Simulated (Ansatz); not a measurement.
Two isomers of C2H9BSSi: A = `BC(C)[SiH2]S`, B = `CBS[SiH2]C`.

Program: Ansatz. Geometries: PBE0-D4/def2-TZVP. ΔE: electronic, gas phase. CCSD(T)/CBS adds triple-zeta CCSD(T) − MP2 to the extrapolated MP2 energy (def2 sets, frozen cores). Functionals use def2-TZVPP. Each species was taken in one conformer, which may not be the lowest.

A:

Z-matrix (Å, degrees):
```
C
C 1 1.526
Si 1 1.915 2 111.3
B 1 1.530 2 119.5 3 -109.3
H 1 1.096 2 113.0 3 113.8
H 2 1.093 1 110.5 3 -177.6
H 2 1.093 1 111.1 3 63.8
H 2 1.093 1 112.7 3 -57.2
S 3 2.133 1 113.4 2 140.1
H 3 1.486 1 107.1 2 16.1
H 3 1.489 1 112.1 2 -102.9
H 4 1.198 1 120.4 2 -166.3
H 4 1.199 1 120.3 2 19.4
H 9 1.344 3 94.6 1 -63.0
```

B:

```xyz
14

C     0.2131   -2.8353    0.0856
B     0.2176   -1.2892    0.2727
S    -1.3006   -0.4023    0.6089
Si   -0.5345    1.6099    0.7091
C     0.0332    2.2032   -0.9632
H    -0.7686   -3.3051    0.1609
H     0.8780   -3.2936    0.8276
H     0.6506   -3.0894   -0.8872
H     1.2428   -0.6699    0.1988
H     0.5759    1.6534    1.6944
H    -1.6606    2.4402    1.2109
H     0.8429    1.5738   -1.3383
H     0.3985    3.2316   -0.8982
H    -0.7882    2.1727   -1.6821
```

(1) Which is lower in electronic energy at CCSD(T)/CBS, and by how much? (Estimate.)

(2) Give E(B) − E(A) in kJ/mol with CCSD(T)/def2-TZVPP, B2PLYP, CCSD/def2-TZVPP, r2SCAN-D4, MP2/def2-TZVPP, ωB97M-V, PBE-D4. (Best estimate.)

(3) Does the order hold for the free energy at 298.15 K (harmonic terms from PBE0-D4)? (Estimate.)

Largest T1 diagnostic: 0.012.

Answers

(1) Ansatz gave: B, by 139.8 kJ/mol.

(2) The calculation gave: CCSD(T)/def2-TZVPP -138.9, B2PLYP -144.8, CCSD/def2-TZVPP -138.7, r2SCAN-D4 -145.9, MP2/def2-TZVPP -142.1, ωB97M-V -138.4, PBE-D4 -141.7. None reverses the order clearly.

(3) Ansatz gave: Yes: G(B) − G(A) = -134.4 kJ/mol, for one conformer each. Modes under 60 cm⁻¹, often nearly free rotors, make the harmonic entropy too high.

Leaving LDA and LC-ωPBE aside and taking each functional with its dispersion term where it has one, the values, not all of them listed here, spread over 10.9 kJ/mol, from B97M-V to ωB97M-V. LDA lies +5.4 kJ/mol from PBE without D4. The D4 term adds +3.4 kJ/mol with B3LYP and +1.9 kJ/mol with PBE0; it sums over pairs of atoms, weighted by their polarisabilities, and B3LYP, whose exchange is more repulsive, gets the larger term.

B3LYP here is the variant with VWN-RPA as its local correlation; programs differ in this.
